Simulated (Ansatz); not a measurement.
Reaction (redistribution): `CC[SiH2]SC` + `[SiH3][GeH3]` → `CS[SiH2][SiH3]` + `C[CH2][GeH3]`

Computed with Ansatz on PBE0-D4/def2-TZVP structures; ΔE is electronic, products minus reactants. CCSD(T)/CBS adds triple-zeta CCSD(T) − MP2 to the extrapolated MP2 energy (def2 sets, frozen cores). DFT in def2-TZVPP. For Ge outer-core shells are correlated without core-valence functions, which leaves a few kJ/mol of doubt a bond. Scalar relativity is left out up to krypton. Each species was taken in one conformer, which may not be the lowest.

`CC[SiH2]SC`:

Z-matrix (Å, degrees):
```
C
C 1 1.524
H 1 1.093 2 111.2
H 1 1.093 2 111.6 3 -120.5
H 1 1.093 2 111.3 3 119.3
Si 2 1.875 1 113.9 3 -58.8
H 2 1.097 1 110.9 3 -179.6
H 2 1.096 1 110.7 3 63.5
S 6 2.132 2 112.9 1 58.0
H 6 1.491 2 109.2 1 -179.9
H 6 1.487 2 110.9 1 -58.8
C 9 1.816 6 99.5 2 63.9
H 12 1.090 9 111.0 6 56.2
H 12 1.090 9 106.9 6 174.7
H 12 1.090 9 111.4 6 -66.7
```

`[SiH3][GeH3]`:

Cartesian coordinates in Å:
```
Si -0.205 -0.175 1.170
Ge 0.201 0.171 -1.148
H -0.461 -1.615 1.434
H -1.390 0.611 1.604
H 0.975 0.257 1.965
H 1.430 -0.631 -1.606
H 0.460 1.660 -1.435
H -1.009 -0.279 -1.983
```

`CS[SiH2][SiH3]`:

Cartesian coordinates in Å:
```
C -2.443 -0.807 -0.007
S -0.985 -0.407 -1.014
Si 0.380 0.165 0.515
Si 2.387 0.747 -0.533
H -2.786 0.066 0.546
H -2.228 -1.624 0.682
H -3.226 -1.121 -0.696
H -0.163 1.314 1.297
H 0.588 -0.956 1.476
H 2.923 -0.411 -1.296
H 2.170 1.885 -1.464
H 3.384 1.149 0.495
```

`C[CH2][GeH3]`:

Z-matrix (Å, degrees):
```
C
C 1 1.522
H 1 1.094 2 111.5
H 1 1.093 2 111.5 3 -120.0
H 1 1.093 2 111.5 3 120.0
Ge 2 1.960 1 113.0 3 180.0
H 2 1.093 1 110.8 3 -59.1
H 2 1.093 1 110.8 3 59.0
H 6 1.541 2 110.0 1 -59.6
H 6 1.541 2 110.0 1 59.6
H 6 1.540 2 111.1 1 -180.0
```

```csv
level,ΔE (eV)
r2SCAN-D4,0.33
PBE0-D4,0.32
ωB97M-V,0.37
HF/CBS(def2),0.31
```

(1) What does CCSD(T)/CBS give? (Estimate.)

Largest T1 diagnostic among the species: 0.012.

## Answers

(1) Ansatz gave: +0.30 eV. The listed levels differ from it by 0.03, 0.02, 0.07, 0.01 eV.
